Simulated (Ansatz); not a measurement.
CH3O (SMILES C[O]), doublet, at a GFN2-xTB geometry; B3LYP5/def2-SVPD (Ansatz, a program for electronic structure).

Here is a job for Ansatz.
Ansatz 0.2 input:
```yaml
crystal:
  periodic: [false, false, false]
  atoms:
    - {symbol: C, position_ang: [0.00737565, -0.54258092, -0.03551608]}
    - {symbol: O, position_ang: [-0.02399647, 0.76721111, 0.02617374]}
    - {symbol: H, position_ang: [1.05649778, -0.91275134, 0.04462160]}
    - {symbol: H, position_ang: [-0.43522191, -0.98812215, 0.88627883]}
    - {symbol: H, position_ang: [-0.47355799, -0.98132992, -0.92719387]}
basis:
  gaussian:
    orbitals: def2-SVPD
hamiltonian:
  xc: b3lyp5
magnetization: {spin_polarized: true, initial_magnetization: 1}
accuracy: high
```

Question: Predict the main parts of the log of this Ansatz run.

Answer: 
```
Functional definition: B3LYP5
1348 factors; integrals over basis functions are off by at most 3.4e-9 eV
mean field evaluation 1: about -3123.7112 eV, gradient 2.6e1 eV
mean field evaluation 2: about -3121.0360 eV, gradient 3.7e1 eV
mean field evaluation 4: about -3126.8255 eV, gradient 2.3e0 eV
mean field evaluation 8: about -3126.9079 eV, gradient 9.1e-2 eV
mean field evaluation 16: about -3126.9080 eV, gradient 5.6e-5 eV
mean field evaluation 32: about -3126.8459 eV, gradient 2.4e-1 eV
mean field -3126.90799601 eV, -114.9117493588 hartree, gradient 1.6e-8 eV, S^2 0.754276; 1 other end points of the search recorded, 0 dependent functions left out
reference -3126.90802762 eV, -114.9117505205 hartree; 9, 8 occupied and 58, 59 virtual orbitals, 1348 factors
Total energy: -3126.90802762 eV, -114.9117505205 hartree
```
